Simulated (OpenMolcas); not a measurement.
# Levels of Ge by method

| Quantity | Value |
| --- | --- |
| Program | OpenMolcas |
| Basis | ANO-RCC-VDZP [5s4p2d] |
| Scalar Hamiltonian | DKH4, point nucleus |
| Active space | 4 electrons in 8 orbitals (4s 4p 5s 5p) |
| State averaging | 2S+1 = 3 even, 3 roots; 2S+1 = 1 even, 6 roots; 2S+1 = 5 odd, 1 root |
| Spin-orbit coupling | state interaction with AMFI integrals over the reference wave functions, term energies averaged over their components |

Methods on the same reference wave functions:
A. CASSCF
B. SS-CASPT2, IPEA 0.25 Eh, imaginary shift 0.1 Eh (closed shells correlated: 3d)

Energies in eV above 4s² 4p² ³P₀, the measured ground level; measured values from NIST Handbook of Basic Atomic Spectroscopic Data.

| Level | A | B | Measured |
| --- | --- | --- | --- |
| 4s² 4p² ³P₀ | 0.0000 | 0.0000 | 0.0000 |
| 4s² 4p² ³P₁ | 0.0539 | 0.0534 | 0.0691 |
| 4s² 4p² ³P₂ | 0.1411 | 0.1406 | 0.1748 |
| 4s² 4p² ¹D₂ | 1.1693 | 1.156 | 0.8834 |
| 4s² 4p² ¹S₀ | 2.0622 | 2.204 | 2.0293 |
| 4s 4p³ ⁵S°₂ | 3.9833 | 4.208 | 5.1983 |

Deviations, from unrounded energies. A percentage is the sum of absolute deviations over the sum of measured energies, with the sign that they share, or ± where signs differ.

```
                        Against measurement  Levels      A      B
             mean absolute deviation (cm-1)       5   2600   2400
      fine structure of the ground term (%)       2  -20.0  -20.5
other terms of the ground configuration (%)       2  +10.9  +15.3
                   other configurations (%)       1  -23.4  -19.0
```

B lies closest to measurement on these levels. The largest miss of B in the table is 4s 4p³ ⁵S°₂, by -8000 cm-1. The ranking rests on the paired levels alone, and a cruder setting can come out closer through cancelling errors.

From A to B the spin-free energies of the other terms of 4s² 4p² shown, above ³P, scale by factors of 0.99 to 1.07.

The lowest spin-free term lies below A's lowest term by 0.175 hartree in B.

Active for correlation alone: 5p 5s; no level in the range computed is led by a configuration that fills them, so any true level of that kind is missing. Terms of s pⁿ other than that of highest spin mix with s² pⁿ⁻² d, which this space lacks; all of them can be thousands of cm-1 off, and some have no real level of that name. Without dynamic correlation excited terms often stand tens of per cent too high (terms of higher spin than the ground term too low), and those without a measured partner can miss by more than the paired ones (holds for A). Some terms miss by over 15 % even with CASPT2, which points to a basis or an active space too small for the shells correlated (holds for B). Measured partners are found by configuration, term and J. A level has none where our copy of the source lacks it or the pairing is in doubt (some pairs that miss far off the trend of their configuration count as doubtful), and it then counts in no deviation. Only configurations of the active space appear.

° marks odd parity.
